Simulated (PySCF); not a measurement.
**BeAl: everyday levels beside a composite calculation**

PySCF; the state is a doublet (π ↑). The composite is CCSD(T) extrapolated to the basis-set limit from two correlation-consistent sets, with core-valence (CV) and scalar-relativistic (SR) terms as its label shows; it has no spin–orbit coupling and nothing beyond (T). Here it is CCSD(T)/CBS(TQ)+CV+SR. It gives Re = 2.408 Å, ωe = 391 cm⁻¹ and De = 0.57 eV to Be + Al.

| level | basis | relativity | Re (Å) | ωe (cm⁻¹) | De (eV) |
| --- | --- | --- | --- | --- | --- |
| UHF | 6-31G(d,p) | no relativity | 3.031 | 46.6 | 0.03 |
| UHF-CCSD | 6-31G(d,p) | no relativity | 2.467 | 329 | 0.27 |
| UHF-CCSD(T) | 6-31G(d,p) | no relativity | 2.431 | 373 | 0.38 |
| UHF-CCSD(T) | def2-TZVP | no relativity | 2.453 | 367 | 0.45 |
| LDA | def2-TZVP | no relativity | 2.391 | 418 | 1.15 |
| TPSS | 6-31G(d,p) | no relativity | 2.406 | 407 | 0.85 |
| r²SCAN | def2-TZVP | no relativity | 2.415 | 410 | 0.91 |
| PBE0 | def2-TZVP | no relativity | 2.414 | 384 | 0.78 |
| MN15 | def2-TZVP | no relativity | 2.484 | 325 | 0.64 |
| B2PLYP | def2-TZVP | no relativity | 2.430 | 399 | 0.55 |

Q: Give the difference of each row from the composite.

A: 

```csv
level,basis,ΔRe (pm),Δωe (%),ΔDe (eV)
UHF,"6-31G(d,p)",+62.3,-88.1,-0.54
UHF-CCSD,"6-31G(d,p)",+5.9,-15.9,-0.30
UHF-CCSD(T),"6-31G(d,p)",+2.3,-4.6,-0.19
UHF-CCSD(T),def2-TZVP,+4.5,-6.1,-0.12
LDA,def2-TZVP,-1.7,+6.9,+0.58
TPSS,"6-31G(d,p)",-0.2,+4.1,+0.28
r²SCAN,def2-TZVP,+0.7,+4.9,+0.34
PBE0,def2-TZVP,+0.6,-1.8,+0.21
MN15,def2-TZVP,+7.6,-16.9,+0.07
B2PLYP,def2-TZVP,+2.2,+2.0,-0.02
```

Q: Which rows come closest in De?

A: B2PLYP in def2-TZVP (-0.02 eV), counted from the composite.

Correlated steps freeze the inner cores (5 to 6 orbitals); shallow outer-core shells are correlated. Correlated levels converge slowly with the basis: in double zeta they bind strong bonds too weakly, by up to about 1 eV, and carry superposition errors of some tenths. B2PLYP dipoles, levels and charges come from its SCF part alone. The state was picked by a PBE0 search and need not be the measured ground state.
